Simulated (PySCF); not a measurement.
A side-by-side comparison of computed properties.

First species: C6H10O2S.
InChI=1S/C6H10O2S/c7-9(8)5-1-2-6(9)4-3-5/h5-6H,1-4H2/t5-,6+

Second species: C8H8BN3O2.
SMILES: `NC(=O)N1N=Cc2ccccc2B1O`

Levels: CAM-B3LYP/def2-SVPD for HOMO energy, LUMO energy, HOMO–LUMO gap and static isotropic polarisability; TDDFT CAM-B3LYP/def2-SVPD for lowest singlet excitation; TDA CAM-B3LYP/def2-SVPD for lowest triplet excitation (Tamm–Dancoff). Geometries: PBE0-D3(BJ)/def2-SVP. Each species is one conformer at its optimised geometry, gas phase, non-relativistic unless stated; the electronic structure was computed with PySCF and density fitting.

The conformers computed, where there is a choice (atom-mapped SMILES and torsion angles):
- `[NH2:1][C:2](=[O:3])[N:4]1[N:5]=[CH:6][c:7]2[cH:8][cH:9][cH:10][cH:11][c:12]2[B:13]1[OH:14]`: N1–C2–N4–N5 0°, H–N1–C2–O3 -179°, H–N1–C2–O3 -1°, H–O14–B13–C12 180°

The conformers of `O=S1(=O)[C@H]2CC[C@@H]1CC2` aren't listed.

Values for the first species:

| Item | Value |
| --- | --- |
| HOMO energy | -9.09 eV |
| LUMO energy | 0.96 eV |
| HOMO–LUMO gap | 10.05 eV |
| Lowest singlet excitation | 7.08 eV |
| Lowest triplet excitation (Tamm–Dancoff) | 6.81 eV |
| Static isotropic polarisability | 87.9 au |

(1) Estimate the same properties for the second species, and the change in each.

Results:

(1) 
```json
{"property": "HOMO energy", "first": "-9.09 eV", "second": "-8.18 eV", "second less first": "+0.91 eV"}
{"property": "LUMO energy", "first": "0.96 eV", "second": "-0.68 eV", "second less first": "-1.64 eV"}
{"property": "HOMO–LUMO gap", "first": "10.05 eV", "second": "7.50 eV", "second less first": "-2.55 eV"}
{"property": "lowest singlet excitation", "first": "7.08 eV", "second": "4.76 eV", "second less first": "-2.32 eV"}
{"property": "lowest triplet excitation (Tamm–Dancoff)", "first": "6.81 eV", "second": "3.29 eV", "second less first": "-3.52 eV"}
{"property": "static isotropic polarisability", "first": "87.9 au", "second": "137.5 au", "second less first": "+49.6 au"}
```

On the first: S1 lies 2.97 eV below the HOMO–LUMO gap; its leading configuration is HOMO→LUMO+1, weight 0.63. The vertical singlet–triplet gap S1 − T1 is 0.27 eV (TDDFT singlet less Tamm–Dancoff triplet; S1: HOMO→LUMO+1, weight 0.63; T1: HOMO→LUMO+1, weight 0.66).

On the second: The 10 singlets span 4.76 to 6.73 eV, and their oscillator strengths add up to 1.28. The polarisability is 20.37 Å³ as a volume (1 au = 0.148185 Å³), or 1.40 au for each of the 98 electrons.
